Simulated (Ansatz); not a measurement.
Geometry optimisation, RKS PBE/def2-SVP (Ansatz 0.2.0).

Input:

```yaml
crystal:
  periodic: [false, false, false]
  atoms:
    - { symbol: Zr, position_ang: [0.0, 0.0, 0.0] }
    - { symbol: F, position_ang: [0.0, 0.0, 2.33] }
    - { symbol: Cl, position_ang: [2.3764, 0.0, -0.8392] }
    - { symbol: F, position_ang: [-0.9326, 1.6157, -0.6593] }
    - { symbol: F, position_ang: [-0.9326, -1.6157, -0.6593] }
    - { symbol: Si, position_ang: [1.5261, 2.3015, 0.9176] }
    - { symbol: H, position_ang: [2.6492, 1.848, 1.7329] }
    - { symbol: H, position_ang: [2.0303, 3.0429, -0.2347] }
    - { symbol: H, position_ang: [0.6658, 3.1701, 1.7157] }
    - { symbol: H, position_ang: [0.7176, 1.0822, 2.1702] }
basis:
  gaussian: { orbitals: def2-SVP }
hamiltonian:
  xc: pbe
relax:
  f_tol: 0.15
  max_steps: 25
  restrain:
    - { distance: [0, 5], at: 2.61, k: 30.0 }
    - { distance: [9, 1], at: 0.92, k: 30.0 }
    - { distance: [0, 1], at: 3.18, k: 30.0 }
    - { distance: [9, 5], at: 2.66, k: 30.0 }
output:
  orbitals: {}
```

Run as:

```bash
$ ansatz run input.yaml --threads 4 --pin off --max-ram 5120MiB --backend cpu --events-out ev --progress --plain --runs-dir out
```

Task: Where does it end, and by what steps?

Result: The forces met the threshold. The restraints hold the end off the free minimum; the threshold counts their pulls, which the force column leaves out. Restrained pairs: Zr1–Si6 (2.91 → 2.64 Å), F2–H10 (1.31 → 0.93 Å), Zr1–F2 (2.33 → 3.18 Å), Si6–H10 (1.93 → 2.66 Å). After 17 steps the energy has fallen by 1.501 eV (the restraints' own energy left out); Cl3 moved furthest, 1.13 Å.

```csv
step,energy less start (eV),largest force component (eV/Å),accepted
0,0.0000,1.950,yes
1,0.0377,2.932,yes
2,0.0266,3.780,yes
3,-0.1244,3.211,yes
4,-0.5778,2.042,yes
5,-1.0219,0.880,yes
6,-1.2042,0.709,yes
7,-1.3476,0.773,yes
8,-1.4399,0.999,yes
9,-1.4459,0.816,yes
10,-1.4402,1.487,no
11,-1.4772,0.769,yes
12,-1.4861,0.710,yes
13,-1.4935,0.680,no
14,-1.4906,0.693,yes
15,-1.4932,0.693,yes
16,-1.4943,0.704,yes
17,-1.5013,0.754,yes
```

```xyz
10
Properties=species:S:1:pos:R:3
Zr 0.348 0.325 -0.565
F 0.018 0.205 2.596
Cl 2.160 -0.343 -1.898
F -0.889 1.386 -1.533
F -0.538 -1.156 0.241
Si 1.527 2.173 0.912
H 2.740 1.656 1.651
H 1.969 3.405 0.153
H 0.618 2.717 2.013
H 0.147 1.078 2.903
```

Time of the run: 52 s on 4 threads of Intel(R) Xeon(R) Platinum 8259CL CPU @ 2.50GHz (Skylake/Cascade Lake), on a shared host, peak memory 0.22 GiB.
